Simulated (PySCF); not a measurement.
## How methods differ on the ionisation energy of Cd(40+)

Cd(40+) [He] 2s2 2p4 (3P) → Cd(41+) [He] 2s2 2p3 (4S), as a difference of total energies. Computed with PySCF 2.14 in an uncontracted even-tempered set (19 s from 16 bohr⁻², ratio 2.2; 12 p from 20 bohr⁻², ratio 2.2; 6 d from 87 bohr⁻², ratio 2.4; 5 f from 130 bohr⁻², ratio 2.4; 4 g from 190 bohr⁻², ratio 2.4), with the spin-free X2C one-electron Hamiltonian (Gaussian nucleus). Correlated levels: nothing frozen; virtual orbitals above 40 to 60 times the deepest correlated orbital energy dropped. The calculations carry no spin-orbit coupling.

```tsv
method	ionisation energy (eV)
UHF	6294.5
LDA	6290.8
PBE	6297.1
PBE0	6297.0
r2SCAN	6298.6
M06-L	6298.6
M06-2X	6295.3
MP2 (all electrons)	6296.1
SCS-MP2 (all electrons)	6296.3
```

Spin-orbit coupling is strong in these open shells (close to jj coupling). The scalar numbers leave it out and a first-order estimate fails, so it can dominate the gap to the real levels.

For this ion Breit and QED terms and the two-electron picture change, all absent here, outweigh the differences among the correlated methods.

For comparison: 6257 ± 12 eV (semi-empirical (NIST evaluation); NIST Atomic Spectra Database, ionization energies).
